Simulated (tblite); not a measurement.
A geometry optimisation, step by step.

C₃H₇BrSi₂.
Numbering: `[CH:1]#[C:2][C@@H:3]([SiH3:4])[SiH2:5][Br:6]` (hydrogens: H7 on C1; H8 on C3; H9, H10, H11 on Si4; H12, H13 on Si5)

Computed with GFN2-xTB (tblite), gas phase: L-BFGS steps from a force-field or distance-geometry start until the largest atomic force falls under 0.01 eV/Å. 12 of its 116 geometries are shown.

Step 0: E = -476.0405 eV, largest atomic force 1.493 eV/Å
```
atom  x, y, z in Å  |  force x, y, z in eV/Å
C1     -2.389   -1.143    0.105    0.245   0.082  -0.062
C2     -1.327   -0.678   -0.207    0.613  -0.064  -0.495
C3     -0.001   -0.146   -0.563   -1.353  -0.298  -0.557
Si4    -0.052    1.695   -0.197    0.256   0.875   0.375
Si5     1.327   -0.884    0.496    0.584  -0.706   0.887
Br6     2.885   -1.747   -0.885   -0.336   0.206   0.448
H7     -3.324   -1.547    0.376    0.165   0.111  -0.045
H8      0.239   -0.282   -1.634   -0.428  -0.160   0.316
H9     -0.485    2.468   -1.335   -0.194   0.130  -0.259
H10    -0.875    1.905    0.994   -0.005   0.015  -0.051
H11     1.337    2.071    0.130   -0.166   0.214  -0.126
H12     1.904    0.199    1.311    0.273  -0.491  -0.108
H13     0.757   -1.912    1.392    0.347   0.086  -0.321
```

Step 10: E = -476.2658 eV, largest atomic force 0.306 eV/Å
```
atom  x, y, z in Å  |  force x, y, z in eV/Å
C1     -2.370   -1.147    0.094   -0.078  -0.014   0.011
C2     -1.321   -0.683   -0.247   -0.042   0.067  -0.003
C3     -0.040   -0.114   -0.562    0.207  -0.032   0.223
Si4    -0.057    1.777   -0.212   -0.028   0.015  -0.038
Si5     1.288   -0.917    0.560    0.235  -0.099  -0.149
Br6     2.862   -1.743   -0.794   -0.100  -0.004   0.054
H7     -3.305   -1.543    0.355   -0.017  -0.039  -0.015
H8      0.176   -0.306   -1.619    0.049   0.025   0.075
H9     -0.552    2.504   -1.373   -0.082  -0.001  -0.025
H10    -0.881    1.953    0.983   -0.012   0.058  -0.016
H11     1.316    2.198    0.080    0.001   0.058  -0.057
H12     2.051    0.055    1.341   -0.109  -0.086   0.032
H13     0.827   -2.034    1.375   -0.024   0.050  -0.091
```

Step 21: E = -476.3092 eV, largest atomic force 0.162 eV/Å
```
atom  x, y, z in Å  |  force x, y, z in eV/Å
C1     -2.364   -1.134    0.084    0.152   0.051  -0.024
C2     -1.298   -0.656   -0.186   -0.051   0.012  -0.024
C3     -0.005   -0.084   -0.481    0.030  -0.100  -0.012
Si4    -0.074    1.825   -0.224    0.003  -0.117  -0.006
Si5     1.330   -0.967    0.566   -0.039   0.009   0.053
Br6     2.869   -1.802   -0.814   -0.065   0.058   0.036
H7     -3.298   -1.558    0.304    0.004   0.011  -0.006
H8      0.213   -0.286   -1.539   -0.040   0.058   0.049
H9     -0.660    2.465   -1.397   -0.034  -0.032  -0.032
H10    -0.892    2.052    0.965    0.013   0.038   0.050
H11     1.291    2.312   -0.022    0.019   0.008  -0.011
H12     2.069   -0.049    1.426   -0.009  -0.041  -0.017
H13     0.816   -2.117    1.300    0.018   0.046  -0.057
```

Step 31: E = -476.3174 eV, largest atomic force 0.066 eV/Å
```
atom  x, y, z in Å  |  force x, y, z in eV/Å
C1     -2.346   -1.133    0.084   -0.039   0.004  -0.013
C2     -1.289   -0.642   -0.192    0.020  -0.008   0.027
C3      0.011   -0.078   -0.464   -0.039  -0.048  -0.003
Si4    -0.078    1.825   -0.222    0.011  -0.037  -0.011
Si5     1.328   -0.976    0.586   -0.057   0.027   0.021
Br6     2.851   -1.778   -0.821    0.036   0.011  -0.011
H7     -3.289   -1.547    0.285    0.039   0.012  -0.004
H8      0.230   -0.261   -1.522    0.026  -0.004  -0.004
H9     -0.716    2.392   -1.405   -0.030   0.031  -0.016
H10    -0.857    2.097    0.984    0.003  -0.003   0.042
H11     1.284    2.335   -0.072    0.045   0.020  -0.020
H12     2.073   -0.088    1.470   -0.026  -0.025  -0.009
H13     0.795   -2.145    1.271    0.011   0.019   0.000
```

Step 42: E = -476.3265 eV, largest atomic force 0.177 eV/Å
```
atom  x, y, z in Å  |  force x, y, z in eV/Å
C1     -2.365   -1.101    0.042   -0.093  -0.119   0.093
C2     -1.286   -0.644   -0.204    0.046   0.085   0.023
C3      0.021   -0.086   -0.457   -0.105  -0.037   0.027
Si4    -0.062    1.822   -0.242    0.015  -0.041   0.045
Si5     1.305   -0.997    0.621   -0.053   0.081  -0.066
Br6     2.890   -1.651   -0.793    0.058  -0.044   0.019
H7     -3.294   -1.541    0.267    0.098   0.097  -0.081
H8      0.259   -0.277   -1.510    0.025  -0.015  -0.023
H9     -0.861    2.349   -1.343   -0.031   0.028  -0.016
H10    -0.683    2.110    1.051    0.010  -0.021   0.008
H11     1.296    2.369   -0.277    0.021  -0.034  -0.022
H12     2.006   -0.158    1.580   -0.009   0.061   0.034
H13     0.769   -2.196    1.246    0.018  -0.040  -0.039
```

Step 52: E = -476.3524 eV, largest atomic force 0.113 eV/Å
```
atom  x, y, z in Å  |  force x, y, z in eV/Å
C1     -2.382   -1.098    0.034   -0.032   0.018  -0.016
C2     -1.309   -0.624   -0.207   -0.008  -0.032  -0.004
C3      0.009   -0.106   -0.473   -0.048  -0.021  -0.009
Si4    -0.021    1.802   -0.276   -0.016  -0.032   0.070
Si5     1.272   -0.984    0.651    0.039   0.006  -0.106
Br6     3.007   -1.468   -0.658    0.011   0.022   0.049
H7     -3.341   -1.489    0.205    0.021   0.011   0.025
H8      0.249   -0.342   -1.516    0.002   0.015  -0.010
H9     -1.046    2.365   -1.152    0.011  -0.022  -0.009
H10    -0.358    2.043    1.132    0.041   0.062  -0.045
H11     1.307    2.315   -0.616   -0.008   0.002   0.025
H12     1.818   -0.152    1.711   -0.001   0.029   0.024
H13     0.791   -2.262    1.147   -0.012  -0.060   0.007
```

Step 63: E = -476.3640 eV, largest atomic force 0.034 eV/Å
```
atom  x, y, z in Å  |  force x, y, z in eV/Å
C1     -2.416   -1.072    0.013   -0.011  -0.005   0.005
C2     -1.323   -0.636   -0.211    0.012   0.026   0.000
C3     -0.001   -0.127   -0.473   -0.004   0.000   0.000
Si4     0.003    1.786   -0.287   -0.021  -0.001   0.006
Si5     1.254   -1.004    0.660    0.003   0.006  -0.019
Br6     3.115   -1.301   -0.521    0.002   0.034   0.000
H7     -3.379   -1.450    0.182    0.014   0.009   0.018
H8      0.243   -0.363   -1.516   -0.003   0.000   0.006
H9     -1.167    2.312   -0.987    0.022  -0.001  -0.004
H10    -0.066    2.103    1.143   -0.018  -0.008  -0.027
H11     1.248    2.295   -0.860    0.017  -0.012   0.000
H12     1.663   -0.200    1.803   -0.015  -0.022   0.011
H13     0.823   -2.342    1.036    0.003  -0.026   0.004
```

Step 73: E = -476.3743 eV, largest atomic force 0.179 eV/Å
```
atom  x, y, z in Å  |  force x, y, z in eV/Å
C1     -2.427   -1.044    0.052   -0.066   0.024   0.043
C2     -1.331   -0.618   -0.177   -0.016   0.012  -0.037
C3     -0.006   -0.141   -0.473   -0.060  -0.056  -0.001
Si4     0.041    1.777   -0.332   -0.092  -0.102   0.114
Si5     1.230   -1.054    0.649   -0.051   0.128  -0.065
Br6     3.198   -1.003   -0.370    0.074   0.011  -0.048
H7     -3.402   -1.379    0.246    0.029  -0.019   0.012
H8      0.201   -0.386   -1.522    0.048  -0.060  -0.004
H9     -1.184    2.300   -0.929    0.028   0.015  -0.092
H10     0.054    2.137    1.087    0.037  -0.001   0.039
H11     1.257    2.209   -1.004    0.081   0.090  -0.052
H12     1.435   -0.339    1.895    0.016   0.013   0.133
H13     0.930   -2.460    0.859   -0.028  -0.054  -0.043
```

Step 84: E = -476.4049 eV, largest atomic force 0.073 eV/Å
```
atom  x, y, z in Å  |  force x, y, z in eV/Å
C1     -2.453   -0.993    0.181    0.030   0.023  -0.028
C2     -1.365   -0.607   -0.141   -0.040  -0.025   0.032
C3     -0.037   -0.167   -0.475   -0.001   0.000  -0.003
Si4     0.066    1.753   -0.378    0.052   0.009  -0.041
Si5     1.212   -1.077    0.628    0.040  -0.001  -0.061
Br6     3.221   -0.630   -0.218    0.011   0.016   0.042
H7     -3.421   -1.317    0.420    0.008   0.003   0.012
H8      0.168   -0.455   -1.513   -0.038   0.007  -0.041
H9     -1.047    2.312   -1.141   -0.014  -0.025  -0.003
H10    -0.022    2.144    1.029   -0.018  -0.004   0.032
H11     1.349    2.158   -0.952   -0.012  -0.005   0.015
H12     1.214   -0.594    1.998    0.025   0.015   0.041
H13     1.110   -2.528    0.545   -0.044  -0.012   0.002
```

Step 94: E = -476.4090 eV, largest atomic force 0.041 eV/Å
```
atom  x, y, z in Å  |  force x, y, z in eV/Å
C1     -2.453   -0.984    0.210    0.031   0.026  -0.005
C2     -1.365   -0.602   -0.115   -0.017  -0.014  -0.003
C3     -0.042   -0.169   -0.480   -0.002  -0.004  -0.019
Si4     0.072    1.749   -0.387   -0.005   0.008  -0.015
Si5     1.220   -1.084    0.605    0.001   0.011  -0.011
Br6     3.241   -0.570   -0.166    0.009  -0.008   0.006
H7     -3.419   -1.301    0.470    0.006   0.000   0.008
H8      0.131   -0.457   -1.525    0.002  -0.001   0.006
H9     -0.999    2.292   -1.222    0.002  -0.003   0.010
H10    -0.102    2.143    1.012   -0.010  -0.003   0.008
H11     1.385    2.153   -0.885   -0.010  -0.003   0.001
H12     1.202   -0.639    1.990   -0.001   0.001   0.013
H13     1.124   -2.531    0.477   -0.005  -0.011   0.000
```

Step 105: E = -476.4097 eV, largest atomic force 0.014 eV/Å
```
atom  x, y, z in Å  |  force x, y, z in eV/Å
C1     -2.444   -0.975    0.220    0.000  -0.003   0.001
C2     -1.357   -0.604   -0.122    0.002   0.003  -0.003
C3     -0.036   -0.168   -0.490   -0.005  -0.001  -0.003
Si4     0.061    1.750   -0.387    0.001  -0.003  -0.003
Si5     1.222   -1.083    0.599    0.005   0.005   0.001
Br6     3.249   -0.601   -0.178   -0.001  -0.002   0.001
H7     -3.405   -1.295    0.491    0.002   0.004   0.002
H8      0.139   -0.453   -1.534    0.000  -0.003   0.003
H9     -0.989    2.293   -1.247    0.005  -0.005   0.005
H10    -0.157    2.136    1.008   -0.004  -0.003   0.004
H11     1.388    2.159   -0.843    0.002   0.012  -0.006
H12     1.217   -0.628    1.982   -0.006  -0.004  -0.006
H13     1.107   -2.531    0.482    0.000   0.001   0.003
```

Step 115: E = -476.4099 eV, largest atomic force 0.006 eV/Å
```
atom  x, y, z in Å  |  force x, y, z in eV/Å
C1     -2.441   -0.972    0.223   -0.004   0.003   0.003
C2     -1.355   -0.603   -0.124    0.004   0.003   0.000
C3     -0.033   -0.170   -0.494   -0.001   0.001   0.001
Si4     0.063    1.749   -0.390   -0.003  -0.001  -0.001
Si5     1.221   -1.085    0.598    0.003   0.001   0.001
Br6     3.252   -0.594   -0.162    0.001  -0.001   0.001
H7     -3.402   -1.285    0.499    0.003  -0.001  -0.002
H8      0.142   -0.457   -1.538    0.000   0.001  -0.002
H9     -0.995    2.288   -1.241   -0.005   0.001  -0.003
H10    -0.152    2.127    1.008    0.002   0.000   0.003
H11     1.383    2.170   -0.854    0.001  -0.003   0.001
H12     1.202   -0.636    1.983   -0.003  -0.003  -0.004
H13     1.110   -2.533    0.474    0.001  -0.001   0.003
```

**Question.** Summarise the path.

**Answer.** The energy falls by 8.52 kcal/mol from step 0 to step 115; nine tenths of that is first reached at step 73. It falls at every step. The largest force goes from 1.493 to 0.006 eV/Å. Among the bonds C3–Si5 changes most (a near tie, within 0.001 Å, with another), from 1.853 to 1.899 Å; the atoms move by 0.742 Å rms after alignment.

What follows is the cost of the whole relaxation. Time: 1.4 s of wall time. Hardware: one thread, Arm Neoverse N1 (aarch64), no GPU (shared host).
